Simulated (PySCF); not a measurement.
## Relaxation of quintet RuH₂

Computed with UPBE0/[Ru def2-TZVP with ECP28, H def2-TZVP], scalar-relativistic core potentials, density fitting, no spin–orbit coupling, PySCF. A (50,194) grid was used.

A start displaced from a saddle point along its imaginary mode, of C2v symmetry, held to at least that symmetry:

```xyz
3
charge 0 multiplicity 5, angstrom
Ru   -0.0003   -0.0023    0.0000
H     0.0175    0.1187    1.7427
H     0.0175    0.1187   -1.7427
```

Optimiser trace:
| step | E − E(last) (kJ/mol) | largest gradient (Eh/bohr) |
| --- | --- | --- |
| 0 | 30.26 | 0.01383 |
| 1 | 18.00 | 0.01405 |
| 2 | 7.69 | 0.01164 |
| 3 | 1.93 | 0.00854 |
| 4 | 0.19 | 0.00275 |
| 5 | 0.00 | 0.00024 |
| 6 | 0.00 | 0.00001 |

It ends at C2v with Ru–H 1.687 Å (×2); H–Ru–H 140.7°. A frequency run shows a minimum.

Final geometry:
Z-matrix (Å, degrees; charge 0 multiplicity 5):
```
Ru
H  1 1.6866
H  1 1.6866 2 140.67
```

Other spin states or occupations of the open shell can lie lower. At this level a triplet minimum of C2v symmetry lies 70 kJ/mol below this structure.

The relaxation took roughly 16 core-seconds on a shared host.
